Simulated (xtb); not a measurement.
AlF₂Br, SMILES [F][Al]([Br])[F]. All values are semi-empirical tight-binding results from xtb (GFN2-xTB unless named), good for trends rather than for accurate numbers. The structure is a stationary point at GFN2-xTB.

For metal compounds this method's bond lengths and energies can be far off.

```
Property                                        Value
-------------------------------------  --------------
point group as xtb finds it                       C2v
orbital gap                                   4.34 eV
zero-point energy                        3.7 kcal/mol
G − E(el) at 298.15 K (modified RRHO)  -14.9 kcal/mol
```
